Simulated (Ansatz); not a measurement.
A nudged elastic band was laid between two geometries of CH₆GeS₂ (10 atoms, charge 0, multiplicity 1).

These are results of Ansatz 0.2.0, RKS PBE0/def2-SVP, not measurements.

```
movable images  : 9
climbing image  : yes
spring          : 5.0 eV/Å²
optimiser       : quadratic models (default)
start path      : through a guess of the saddle point
force threshold : 0.05 eV/Å
iteration limit : 60
end points      : relaxed
```

Initial state:

```xyz
10
Properties=species:S:1:pos:R:3
S -0.189 1.572 -1.260
C 0.996 0.965 -0.015
S 1.312 -0.810 -0.222
Ge -0.721 -1.633 0.228
H -0.483 2.739 -0.641
H 1.975 1.451 -0.137
H 0.621 1.174 0.998
H -0.461 -3.095 0.630
H -1.307 -0.835 1.408
H -1.661 -1.580 -0.986
```

Final state:

```xyz
10
Properties=species:S:1:pos:R:3
S 0.364 2.090 -0.631
C 0.739 1.029 0.584
S 1.320 -0.595 0.319
Ge -0.618 -1.723 0.333
H 1.329 2.069 -1.631
H -0.547 1.533 -1.520
H 0.689 1.483 1.574
H -0.341 -3.190 -0.055
H -1.267 -1.653 1.728
H -1.583 -1.094 -0.697
```

Q: What changes between the two ends?

A: Bonds broken: C2–H6. Bonds formed: S1–H6.

Q: Give the energies along the band, and the barrier.

A: The run ended unconverged. The highest image is number 4 of 0 to 10, 3.31 eV above the first end and 0.75 eV above the last; the last end lies 2.55 eV above the first. The band didn't meet its force threshold, so its energies are provisional: the largest band force was still 0.06 eV/Å, and over the last iterations the top stayed at 3.31 eV. The orbitals stay closed-shell, which can raise the energy where a bond breaks towards radicals; this wasn't checked here.

```csv
image,path coordinate (Å),energy (eV),C2–H6 (Å),S1–H6 (Å)
0,0.00,0.00,1.10,2.44
1,1.06,0.03,1.10,2.42
2,2.13,2.20,1.16,1.92
3,3.19,3.20,2.29,1.35
4,4.25,3.31,2.59,1.35
5,5.09,3.18,2.53,1.40
6,5.92,3.21,2.56,1.42
7,6.76,3.25,2.41,1.36
8,7.59,2.94,2.36,1.36
9,8.42,2.62,2.43,1.37
10,9.25,2.55,2.52,1.39
```

The band took 60 iterations and about 60 core-minutes.

Time of the run: 32 min on 2 threads of Arm Neoverse V1, on a shared host, peak memory 0.3 GiB.
